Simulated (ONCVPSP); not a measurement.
# niobium (Nb), ONCV: configuration errors across variants

* Element: Nb
* Generator: ONCVPSP 4.0.1
* Type: optimised norm-conserving Vanderbilt (ONCV)
* Functional: PBEsol
* Relativity: scalar-relativistic
* Frozen core: [Ar] 3d10
* Valence charge: 13
* Reference configuration: 4s2 4p6 4d2 (charge +3)
* Partial waves: 4s: rc 1.55 bohr, ncon 3, nbas 8, qcut 8.2 1/bohr, 2 projectors, debl 2.8 Ha; 4p: rc 1.40 bohr, ncon 4, nbas 7, qcut 5.4 1/bohr, 2 projectors, debl 2.3 Ha; 4d: rc 2.00 bohr, ncon 5, nbas 10, qcut 7.4 1/bohr, 2 projectors, debl 3 Ha
* Local potential: polynomial inside 0.95 bohr (lpopt 5, dvloc0 0 Ha)
* Core correction: Teter function, fcfact 4.75, rcfact 1.8

In the s channel the program set the typed energies aside and used -3.266, 0.250 Ha. In the p channel the program set the typed energies aside and used -2.374, 0.250 Ha.

All-electron excitation energies from the reference (eV): (1) 4s2 4p6 4d4 5s1 -45.378; (2) 4s2 4p6 4d4 -38.726; (3) 4s2 4p6 4d3 -24.697; (4) 4s2 4p6 4d4 5p1 -42.385.

Errors AE − PS in meV (a dash: test not solved or not reliable):

| change | (1) | (2) | (3) | (4) | bound ghosts | GHOST(+) flags above zero |
| --- | --- | --- | --- | --- | --- | --- |
| base | -11 | -16 | -5.8 | -13 | none | s |
| core correction Teter function, fcfact 1.4, rcfact 1.8 | +1.3 | -1.8 | +0.1 | -0.2 | none | s |
| core correction Teter function, fcfact 1.9, rcfact 1.8 | -0.3 | -3.7 | -0.7 | -1.9 | none | s |
| core correction Teter function, fcfact 2.7, rcfact 1.8 | -3.0 | -7.0 | -2.1 | -4.8 | none | s |
| core correction Teter function, fcfact 3.3, rcfact 1.8 | -5.2 | -9.5 | -3.2 | -7.0 | none | s |
| core correction Teter function, fcfact 4.3, rcfact 1.8 | -9.0 | -14 | -5.0 | -11 | none | s |
| core correction Teter function, fcfact 4.9, rcfact 1.8 | -11 | -17 | -6.1 | -13 | none | s |
| core correction Teter function, fcfact 5.5, rcfact 1.8 | -14 | -19 | -7.2 | -16 | none | s |
| core correction Teter function, fcfact 7.2, rcfact 1.8 | -21 | -27 | -10 | -23 | none | s |
| core correction Teter function, fcfact 7.6, rcfact 1.8 | -23 | -29 | -11 | -25 | none | s |

Task: Give the same row for: core correction Teter function, fcfact 6.2, rcfact 1.8.

Result: -17, -23, -8.5, -19; bound ghosts: none; GHOST(+) flags above zero: s.
